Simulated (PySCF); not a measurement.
Interval between two levels of Te⁺ by level of theory

Te⁺ [Kr] 4d10 5s2 5p3 [4S3/2, M_J = 3/2] → Te⁺ [Kr] 4d10 5s1 5p4 [4P5/2, M_J = 5/2], as a difference of total energies. Computed with PySCF 2.14 in x2c-TZVPall-2c with one added diffuse shell each of s, p, d, f type (9s10p6d3f, 90 functions), with the two-component X2C-1e Hamiltonian. Correlated levels: [Ar] 3d10 frozen; the 6 highest virtual spinors dropped. "Screened" scales the spin-orbit matrix elements by Boettger's factors to mimic the two-electron term; Breit and QED terms are absent.

```
                    method  interval between two levels (cm⁻¹)  error (cm⁻¹)
           GHF (spin-free)                               75622         +4430
          GMP2 (spin-free)                               78508         +7315
 GHF (screened spin-orbit)                               73832         +2640
GMP2 (screened spin-orbit)                               76506         +5314
```

Reference: 71193 cm⁻¹ (measured; NIST Handbook of Basic Atomic Spectroscopic Data (Sansonetti and Martin, J. Phys. Chem. Ref. Data 34, 1559 (2005))).

The spin-free rows relax to the high-spin LS determinant and lack the spin-orbit shift.

Errors of the correlated levels include the incompleteness of this basis and the frozen core.

The labels give the starting determinants; with spin-orbit coupling the two ends relaxed to ⟨J²⟩ = 3.75, ⟨L²⟩ = 0.10, ⟨S²⟩ = 3.66 and ⟨J²⟩ = 8.77, ⟨L²⟩ = 2.07, ⟨S²⟩ = 3.75.
